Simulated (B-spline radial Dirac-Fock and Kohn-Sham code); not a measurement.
# Two-hole binding energies of Ni³⁺

System: nickel as Ni³⁺ in the configuration [Ar] 3d7.

Input of the calculation (task.json; shells as n, l, electrons):

```json
{"items": [{
  "Z": 28,
  "q": 3,
  "cfg": [[1, 0, 2], [2, 0, 2], [2, 1, 6], [3, 0, 2], [3, 1, 6], [3, 2, 7]],
  "A": 58,
  "rrms": 3.7757,
  "do": ["binding", "quiet", "double"]
}]}
```

Run with: `python xray_run.py task.json out`

The computed values come from a radial finite-basis atomic code: Dirac-Fock (average of configuration) total-energy differences with a finite nucleus, the Breit interaction including its frequency dependence, and self-energy and vacuum-polarisation corrections. U is the two-hole binding energy less the two single-hole energies, the effective repulsion of the holes after relaxation. Each two-hole energy is an average over J within one jj subconfiguration.

```csv
holes,E(a) (eV),E(b) (eV),E(ab) (eV),U (eV)
1s⁻²,8390.4,8390.4,17181.9,401.0
1s⁻¹ 2p3/2⁻¹,8390.4,914.2,9407.5,102.8
1s⁻¹ 3p1/2⁻¹,8390.4,126.9,8549.0,31.7
2s⁻¹ 2p1/2⁻¹,1072.1,931.3,?,?
2p1/2⁻²,931.3,931.3,1940.2,77.6
2p1/2⁻¹ 2p3/2⁻¹,931.3,914.2,1916.9,71.4
2s⁻¹ 3p1/2⁻¹,1072.1,126.9,1227.4,28.4
2s⁻¹ 3p3/2⁻¹,1072.1,124.7,1224.9,28.2
2p3/2⁻¹ 3s⁻¹,914.2,171.6,1114.8,28.9
2p1/2⁻¹ 3p3/2⁻¹,931.3,124.7,1084.8,28.8
2p3/2⁻¹ 3p1/2⁻¹,914.2,126.9,1070.2,29.0
3p1/2⁻²,126.9,126.9,279.5,25.6
3p1/2⁻¹ 3p3/2⁻¹,126.9,124.7,275.5,23.9
3p3/2⁻²,124.7,124.7,273.8,24.4
```

**Question.** Give the missing two-hole energy and U.

**Answer.** E(ab) = 2062.6 eV and U = 59.2 eV.
